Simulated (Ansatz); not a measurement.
`B1OCS1` and `OB1OCS1` differ in one atom or group.

Ansatz, PBE0-D4/def2-TZVP geometries, multiplicity 1. Each molecule was computed in one conformer, which needn't be the lowest.

| property | `B1OCS1` |
| --- | --- |
| HOMO–LUMO gap (ωB97M-V/def2-TZVPP) / eV | 11.51 |
| HOMO energy (PBE/def2-TZVPP) / eV | -6.46 |
| LUMO energy (PBE0/def2-TZVPP) / eV | -0.24 |
| size of the dipole moment (B3LYP/def2-TZVPP) / D | 1.15 |
| HOMO–LUMO gap (PBE0/def2-TZVPP) / eV | 7.42 |
| HOMO–LUMO gap (PBE/def2-TZVPP) / eV | 5.29 |

Problem. What does the change do to each property? (Best estimate.)

Solution. Ansatz gave: 
```
                                        property  `OB1OCS1`  shift
         HOMO–LUMO gap (ωB97M-V/def2-TZVPP) / eV      11.48  -0.03
               HOMO energy (PBE/def2-TZVPP) / eV      -6.18   0.28
              LUMO energy (PBE0/def2-TZVPP) / eV       0.00   0.24
size of the dipole moment (B3LYP/def2-TZVPP) / D       1.23   0.08
            HOMO–LUMO gap (PBE0/def2-TZVPP) / eV       7.44   0.02
             HOMO–LUMO gap (PBE/def2-TZVPP) / eV       5.20  -0.09
```

The zero-point energy changes by 17.0 kJ/mol with +3 modes. Dipoles are sizes alone; their direction can turn.

B3LYP here is the variant with VWN-RPA as its local correlation; programs differ in this.
